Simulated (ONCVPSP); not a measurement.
## Ru: ONCV pseudisation with PBE, non-relativistic reference atom.

Ru (Z = 44), optimised norm-conserving Vanderbilt (ONCV), made with ONCVPSP 4.0.1 (PBE, non-relativistic). Core [Ar] 3d10, reference 4s2 4p6 4d5 (charge +3). Waves: 4s: rc 1.25 bohr, ncon 4, nbas 7, qcut 5.2 1/bohr, 3 projectors, debl 2.6 Ha; 4p: rc 1.30 bohr, ncon 3, nbas 5, qcut 4 1/bohr, 1 projector; 4d: rc 1.55 bohr, ncon 3, nbas 7, qcut 4.2 1/bohr, 2 projectors, debl 2.7 Ha. Local part: polynomial inside 1.20 bohr (lpopt 5, dvloc0 1 Ha). Core correction: Teter function, parameters optimised by the program.

In the s channel the program set the typed energies aside and used -3.903, 0.250, 2.850 Ha.

Poles of the logarithmic derivatives, all-electron (AE) and pseudo (PS). s: poles at -1.4 (AE) and -1.4 (PS) Ha. p: poles at -0.6 (AE) and -0.7 (PS) Ha. d: poles at 0.1 (AE) and 0.1 (PS) Ha. Test radii: s 1.27, p 1.32, d 1.57 bohr.

* Ghost test: no bound ghost flagged; GHOST(+) flagged for s at 573.8 eV
* Largest excitation error: +72 meV (all-electron minus pseudo) for 4s2 4p6 4d7 5p1, out of 4 test configurations
* rms error of d²Exc/dni dnj: 2.80 mHa without and 0.61 mHa with the model core
